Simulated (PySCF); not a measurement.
Ga(OH)(SiH3)2 (GaH7OSi2), SMILES [OH][Ga]([SiH3])[SiH3]. Atoms are numbered in the order given.

```xyz
11

Ga    -0.2593    -0.0016     0.0000
O     -2.0596    -0.1213     0.0000
H     -2.5442     0.7144     0.0000
Si     0.7593    -2.1974     0.0000
H      1.6308    -2.3589    -1.2050
H      1.6308    -2.3589     1.2050
H     -0.2615    -3.2853     0.0000
Si     0.7489     2.2138     0.0000
H      1.6128     2.3913     1.2076
H      1.6128     2.3913    -1.2076
H     -0.2805     3.2986     0.0000
```

Geometry optimised at B3LYP-D3(BJ)/def2-SVP. The structure was generated by enumeration; whether it is a known compound was not checked. The values are those of a single conformer.

These are PBE0/pcSseg-1 run with PySCF values and carry that method's errors.

GIAO shieldings, no solvent; atoms listed in one row are averaged. δ = σ(ref) − σ: ¹⁷O against H2O (σ = 334.2 ppm); ¹H against TMS (σ = 31.56 ppm); ²⁹Si against TMS (σ = 352.7 ppm), references at their B3LYP-D3(BJ)/def2-TZVP geometries, non-relativistic.

Computed chemical shifts:
```tsv
nucleus	atoms	count	δ (ppm)
¹⁷O	O2	1	178.2
¹H	H3	1	5.13
¹H	H5, H6, H7, H9, H10, H11	6	3.64
²⁹Si	Si4	1	-114.9
²⁹Si	Si8	1	-117.5
```
